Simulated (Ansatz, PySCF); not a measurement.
Gas-phase reaction (SMILES): BOC → B[O] + [CH3] (CH3); the C-O bond at the site shown breaks (other sites are not compared here).

Structures are relaxed separately at B3LYP-D3(BJ)/def2-TZVP in Ansatz (an electronic-structure program), one conformer each, not searched for the lowest. Cores are frozen in the correlated levels unless marked. Open shells are spin-unrestricted. No spin-orbit coupling. No relativistic terms. CBS marks a two-point X^-3 extrapolation of the correlation energy; Hartree-Fock from the larger set. Thermal terms are rigid-rotor harmonic-oscillator values from B3LYP-D3(BJ) frequencies (Ansatz or PySCF) at 298.15 K and 1 atm. 1 Eh = 627.5095 kcal/mol.

| species | E, CCSD(T)/CBS(aug-cc-pVTZ,aug-cc-pVQZ) (Ansatz) (Eh) | E, PBE-D3(BJ)/def2-TZVPD (Ansatz + dftd3) (Eh) | H - E (Eh) |
|---|---|---|---|
| BOC | -141.03727 | -141.07620 | 0.06882 |
| B[O] | -101.12290 | -101.16255 | 0.02406 |
| [CH3] (CH3) | -39.77863 | -39.78905 | 0.03371 |

### Question
Work out ΔE and ΔH at 298.15 K at the first level, then ΔH at the second.

### Answer

1. ΔE = [(-101.12290) + (-39.77863)] - [(-141.03727)] = 0.13574 Eh = 85.2 kcal/mol at CCSD(T)/CBS(aug-cc-pVTZ,aug-cc-pVQZ).
2. The terms H - E add up to -0.01105 Eh, so ΔH = (0.13574 + (-0.01105))×627.5095 = 78.2 kcal/mol.
3. At PBE-D3(BJ)/def2-TZVPD the same steps give ΔE = 78.2 and ΔH = 71.3 kcal/mol, a shift of -6.9 from the first level.
4. These values are not checked against measurement here, since the tables used lack a sound gas-phase enthalpy of formation for at least one species.
